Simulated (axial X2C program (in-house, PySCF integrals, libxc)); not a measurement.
## Levels of InPt by electron attachment to InPt⁺ (EOM-EA-CCSD)

Computed with an axial X2C code built on PySCF integrals: two-component X2C with atomic mean-field Coulomb and Gaunt terms, Gaussian nuclei, basis Pt dyall-acv3z, In dyall-acv3z with contracted cores.

R = 2.596 Å (near the PBE0 minimum at charge 0 of the determinant lowest at the starting distance; the state shown can have its own minimum elsewhere).

Hartree–Fock spinors of InPt⁺ (one of each Kramers pair; a window near the gap, which can cut inner shells):

```json
{"ω": "1/2", "occupied": "yes", "ε (eV)": "-17.89", "character": "42% Pt d, 41% In s, 8% Pt p"}
{"ω": "3/2", "occupied": "yes", "ε (eV)": "-16.17", "character": "99% Pt d"}
{"ω": "1/2", "occupied": "yes", "ε (eV)": "-15.90", "character": "82% Pt d, 10% In s, 2% Pt s"}
{"ω": "3/2", "occupied": "yes", "ε (eV)": "-14.66", "character": "96% Pt d, 2% In p"}
{"ω": "5/2", "occupied": "yes", "ε (eV)": "-14.62", "character": "99% Pt d"}
{"ω": "1/2", "occupied": "yes", "ε (eV)": "-13.68", "character": "65% Pt d, 19% In s, 8% In p"}
{"ω": "1/2", "occupied": "no", "ε (eV)": "-5.63", "character": "54% In p, 34% Pt s, 8% Pt d"}
{"ω": "1/2", "occupied": "no", "ε (eV)": "-4.39", "character": "70% In p, 19% Pt p, 9% Pt d"}
{"ω": "3/2", "occupied": "no", "ε (eV)": "-4.21", "character": "70% In p, 19% Pt p, 9% Pt d"}
{"ω": "1/2", "occupied": "no", "ε (eV)": "-2.93", "character": "30% Pt p, 30% Pt s, 18% In s"}
{"ω": "1/2", "occupied": "no", "ε (eV)": "-1.97", "character": "30% Pt p, 24% In s, 15% In p"}
{"ω": "1/2", "occupied": "no", "ε (eV)": "-1.78", "character": "51% Pt p, 27% In d, 12% In p"}
```

Levels of InPt obtained by attaching an electron to InPt⁺:

```json
{"Ω": "1/2", "binding energy (eV)": "7.047", "above lowest (cm⁻¹)": "0", "attached spinor": "44% Pt sσ, 42% In pσ", "one-particle weight": "0.93"}
{"Ω": "1/2", "binding energy (eV)": "5.037", "above lowest (cm⁻¹)": "16206", "attached spinor": "69% In pπ, 20% Pt pπ, 8% Pt dπ", "one-particle weight": "0.95"}
{"Ω": "3/2", "binding energy (eV)": "4.847", "above lowest (cm⁻¹)": "17745", "attached spinor": "70% In pπ, 20% Pt pπ, 8% Pt dπ", "one-particle weight": "0.94"}
{"Ω": "1/2", "binding energy (eV)": "3.863", "above lowest (cm⁻¹)": "25677", "attached spinor": "37% Pt pσ, 25% In pσ, 15% Pt sσ", "one-particle weight": "0.72"}
```

Q: Take the first Ω = 1/2 and Ω = 3/2 rows of π character: how far apart are they, and which lies lower?

A: E(3/2) − E(1/2) = 17745 − 16206 = 1539 cm⁻¹ at EOM-EA-CCSD: regular, Ω = 1/2 lower. Splittings at this level can be off by ten to twenty per cent.

This point took 25 s on 1 thread of Intel(R) Xeon(R) 6975P-C (Granite Rapids), on a shared host.

Reference electrons by ω block (each with its −ω partner): 1/2: 36, 3/2: 19, 5/2: 7, 7/2: 1. 12 electrons of InPt⁺ correlated (inner shells frozen), 92 natural virtual spinors (a truncated set); levels can be off by some tenths of an eV. Roots sought by Ω: (1/2: 5, 3/2: 4, 5/2: 2, 7/2: 1); rows need 60 % one-particle weight and stop where some Ω has no more roots. Missing are any skipped roots, higher Ω and states of a further excitation; these come out far too high here and may in truth be low or lowest. T1 of the reference 0.038 (Lee–Taylor). The reference was not checked to be the lowest state of its species. Number of frozen shells: Pt 5 s, 4 p, 2 d, 1 f; In 4 s, 3 p, 2 d. Large amplitudes in the reference (orbital relaxation or multireference character) lower the reliability. Left out with split weight: Ω = 1/2 at 4.38 eV (0.18).
